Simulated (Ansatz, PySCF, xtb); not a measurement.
Energy difference 0.5 R1 + 1.5 R2 → P1, each structure at its B3LYP-D3(BJ)/def2-TZVP stationary point, reached from a drawn start (curvature not checked).
R1, N2 (SMILES N#N) (charge 0, multiplicity 1):
```xyz
2

N      0.00000     0.00000     0.54545
N      0.00000     0.00000    -0.54545
```
P1: NH3 (SMILES N), charge 0, multiplicity 1.
R2: H2 (SMILES [H][H]), charge 0, multiplicity 1.

P less R. No zero-point or thermal terms.

Cores are frozen in the correlated methods. CBS: X⁻³ extrapolation of the correlation energy, Hartree–Fock from the larger set.

Programs: Ansatz (a program for electronic structure); PySCF for the D3/D4 terms; xtb for the GFN methods. No computed number here is a measurement.

The comparison value is -19.75 kcal/mol (CCSD(T)/CBS(cc-pVTZ, cc-pVQZ)). It is a level with limits of its own, not the exact answer.

Question: Order these levels by how close they come to the comparison value for the reaction energy, closest first: revPBE/def2-TZVPP, BHLYP-D4/def2-TZVPP, GFN2-xTB, PBE/def2-TZVPP, PBE-D3(BJ)/def2-TZVPP. Give each level's value less the comparison value.

Answer: revPBE/def2-TZVPP (1.66 kcal/mol), PBE/def2-TZVPP (-2.60 kcal/mol), PBE-D3(BJ)/def2-TZVPP (-2.86 kcal/mol), BHLYP-D4/def2-TZVPP (-3.10 kcal/mol), GFN2-xTB (-24.89 kcal/mol)
